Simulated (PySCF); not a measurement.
siletan-1-amine (C3H9NSi), SMILES C1C[SiH](N)C1.

Geometry: PBE0-D3(BJ)/def2-SVP. Other conformers were not sampled.

Two levels are set side by side: TDDFT-PBE/def2-SVPD (PySCF) and TDDFT-LC-ωPBE/def2-SVPD (PySCF). Vertical, same geometry. The lowest singlet is HOMO→LUMO 99 % with PBE and HOMO→LUMO 77 % with the other functional; states are paired by order. Differences are taken from unrounded values.

```json
[
 {"quantity": "lowest singlet excitation (eV)", "TDDFT-LC-ωPBE": "6.93"},
 {"quantity": "lowest triplet excitation (TDA) (eV)", "TDDFT-LC-ωPBE": "6.51"},
 {"quantity": "first bright state (f over 0.05) (eV)", "TDDFT-LC-ωPBE": "9.13"},
 {"quantity": "its oscillator strength", "TDDFT-LC-ωPBE": "0.06"}
]
```

Task: What does TDDFT-PBE give, and how far is it from TDDFT-LC-ωPBE? (Estimate from the structure and the level; the computed values follow.)

Result: 
```csv
quantity,TDDFT-PBE,TDDFT-PBE minus TDDFT-LC-ωPBE
lowest singlet excitation (eV),5.61,-1.32
lowest triplet excitation (TDA) (eV),5.36,-1.15
first bright state (f over 0.05) (eV),6.54,-2.59
its oscillator strength,0.07,0.01
```

A lower first singlet is the usual sign of a functional without exact exchange. Differences between two approximate levels are no errors against the true value.

Rough cost on one machine, each run with all the roots and properties that it gave: TDDFT-LC-ωPBE against TDDFT-PBE about 5 times.
